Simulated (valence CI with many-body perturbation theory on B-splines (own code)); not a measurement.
# Ag16+: electric-dipole lines

Calculated by relativistic CI+MBPT: three valence electrons over a frozen Dirac-Fock core [Ar] 3d10, radial functions for each j: 11 s, 11 p, 9 d, 7 f, 5 g, 2 h, 1 i, with the one-electron correlation potential Σ1, the two-electron term Σ2, the three-electron term Σ3, Breit, model QED; selected CI, second order for the rest (own B-spline code, finite nucleus).

No measured levels were compared; by estimate levels hold to about 250 cm⁻¹ or 0.2 % of their energy and the worst to 1 %, as in measured heavy ions of charge 2 to 7; those with d or f electrons hold less well.

Lines 201 to 250 of 279 in falling wavelength, among levels below 1359800 cm⁻¹, chosen from the strongest by gf and those to the six lowest levels. Wavelengths and rates use the calculated energies, so an error of 1000 cm⁻¹ moves a line at 16.75 nm by 0.17 % and its rate by three times that or more. Electric multipoles are in the length gauge, E1 and E2 with the static RPA response of the core. Weak lines are less certain than strong ones. Lines between different terms over intervals too small for the method are left out, as are lines whose strength nearly cancels. Where a level lies close to another of its J and parity, the split of strength between their lines is uncertain. The highest levels of a list are the least certain.

Names give the largest LS component (configuration and term), which can be under half, so a name can repeat, a term be missing and a line seem to break the LS rules; names also repeat where a configuration has a term twice. Letters in brackets count levels of one name in rising energy.

```
λ vac (nm)                 Upper            Lower   A (s⁻¹)  log gf  Branch %
     16.75  4s 4p 4d 2D°_3/2 [a]    4s 4p2 4P_3/2  2.37e+10   -0.40      22.7
     16.70      4s 4p 4d 4D°_1/2    4s 4p2 4P_1/2  1.45e+11    0.08      97.3
     16.65         4s2 4d 2D_3/2   4s2 4p 2P°_1/2  1.11e+11    0.27      83.2
     16.65  4s 4p 4d 2D°_5/2 [a]    4s 4p2 4P_5/2  7.50e+06   -3.73       0.0
     16.63  4s 4p 4d 2P°_1/2 [b]    4s 4p2 2P_1/2  6.27e+10   -0.28      39.3
     16.62      4s 4p 4d 4P°_1/2    4s 4p2 4P_3/2  9.77e+10   -0.09      98.7
     16.59     4p2 4d 2F_7/2 [b]      4p3 2D°_5/2  1.63e+11    0.73      89.8
     16.53      4s 4p 4d 4P°_3/2    4s 4p2 4P_3/2  5.31e+10   -0.06      50.7
     16.52      4s 4p 4d 4D°_5/2    4s 4p2 4P_3/2  3.38e+10   -0.08      29.3
     16.48     4p2 4d 2P_1/2 [b]  4p3 4S°_3/2 [a]  3.86e+10   -0.50      24.4
     16.48         4p2 4d 2D_5/2  4p3 4S°_3/2 [a]  8.79e+10    0.33      58.1
     16.34  4s 4p 4d 2D°_3/2 [b]    4s 4p2 2P_1/2  1.19e+10   -0.72       6.6
     16.32  4s 4p 4d 2P°_3/2 [b]    4s 4p2 2P_1/2  1.80e+10   -0.54      11.2
     16.30  4s 4p 4d 2F°_5/2 [b]    4s 4p2 2D_3/2  1.22e+11    0.46      82.1
     16.07  4s 4p 4d 2D°_5/2 [a]    4s 4p2 4P_3/2  1.24e+09   -1.54       1.8
     16.05         4p2 4d 2S_1/2  4p3 4S°_3/2 [b]  2.60e+10   -0.70      18.3
     15.97  4s 4p 4d 2P°_1/2 [a]    4s 4p2 2D_3/2  2.01e+06   -4.81       0.0
     15.85  4s 4p 4d 2D°_3/2 [a]    4s 4p2 4P_1/2  1.09e+10   -0.79      10.4
     15.85     4p2 4d 2F_5/2 [b]  4p3 4S°_3/2 [a]  8.59e+09   -0.71       4.7
     15.76  4s 4p 4d 2F°_7/2 [a]    4s 4p2 4P_5/2  1.02e+10   -0.52      21.9
     15.74      4s 4p 4d 4P°_1/2    4s 4p2 4P_1/2  1.07e+08   -3.10       0.1
     15.72  4s 4p 4d 2P°_1/2 [b]    4s 4p2 2D_3/2  2.57e+09   -1.72       1.6
     15.66      4s 4p 4d 4P°_3/2    4s 4p2 4P_1/2  7.70e+08   -1.95       0.7
     15.64  4s 4p 4d 2P°_3/2 [a]    4s 4p2 4P_5/2  9.99e+07   -2.83       0.1
     15.45  4s 4p 4d 2D°_3/2 [b]    4s 4p2 2D_3/2  3.51e+09   -1.30       1.9
     15.44  4s 4p 4d 2P°_3/2 [b]    4s 4p2 2D_3/2  3.82e+09   -1.26       2.4
     15.32  4s 4p 4d 2D°_5/2 [b]    4s 4p2 2D_3/2  2.92e+08   -2.21       0.1
     15.22  4s 4p 4d 2F°_7/2 [b]    4s 4p2 4P_5/2  1.09e+10   -0.52       7.5
     15.16  4s 4p 4d 2F°_5/2 [b]    4s 4p2 4P_5/2  2.11e+08   -2.36       0.1
     15.12  4s 4p 4d 2P°_3/2 [a]    4s 4p2 4P_3/2  7.00e+08   -2.02       0.5
     14.68  4s 4p 4d 2F°_5/2 [b]    4s 4p2 4P_3/2  3.78e+08   -2.14       0.3
     14.42  4s 4p 4d 2D°_3/2 [b]    4s 4p2 4P_5/2  1.25e+07   -3.81       0.0
     14.41  4s 4p 4d 2P°_3/2 [b]    4s 4p2 4P_5/2  1.12e+08   -2.86       0.1
     14.41  4s 4p 4d 2P°_1/2 [a]    4s 4p2 4P_3/2  4.01e+08   -2.60       0.3
     14.39  4s 4p 4d 2P°_3/2 [a]    4s 4p2 4P_1/2  3.67e+09   -1.34       2.5
     14.31  4s 4p 4d 2D°_5/2 [b]    4s 4p2 4P_5/2  6.03e+08   -1.95       0.3
     14.20  4s 4p 4d 2P°_1/2 [b]    4s 4p2 4P_3/2  1.02e+07   -4.21       0.0
     13.98  4s 4p 4d 2D°_3/2 [b]    4s 4p2 4P_3/2  5.24e+08   -2.21       0.3
     13.97  4s 4p 4d 2P°_3/2 [b]    4s 4p2 4P_3/2  5.01e+05   -5.23       0.0
     13.88  4s 4p 4d 2D°_5/2 [b]    4s 4p2 4P_3/2  4.13e+08   -2.15       0.2
     13.74  4s 4p 4d 2P°_1/2 [a]    4s 4p2 4P_1/2  7.81e+08   -2.35       0.6
     13.55  4s 4p 4d 2P°_1/2 [b]    4s 4p2 4P_1/2  1.46e+08   -3.10       0.1
     13.35  4s 4p 4d 2D°_3/2 [b]    4s 4p2 4P_1/2  1.64e+08   -2.76       0.1
     13.34  4s 4p 4d 2P°_3/2 [b]    4s 4p2 4P_1/2  1.43e+07   -3.82       0.0
     12.81        4s2 4f 2F°_5/2    4s 4p2 2D_3/2  2.53e+09   -1.43       1.5
     12.10        4s2 4f 2F°_7/2    4s 4p2 4P_5/2  5.63e+08   -2.01       0.4
     12.09        4s2 4f 2F°_5/2    4s 4p2 4P_5/2  3.11e+07   -3.39       0.0
     11.78        4s2 4f 2F°_5/2    4s 4p2 4P_3/2  4.76e+07   -3.23       0.0
     8.946         4p2 4d 4F_3/2   4s2 4p 2P°_3/2  7.12e+05   -5.47       0.0
     8.813         4p2 4d 4F_5/2   4s2 4p 2P°_3/2  1.02e+07   -4.15       0.0
```

Q: How does gf follow from A for the line at 16.52 nm?

A: gf = 1.4992 × (2J+1)_upper × A / σ², with σ = 605408 cm⁻¹ and 2J+1 = 6: gf = 0.830.
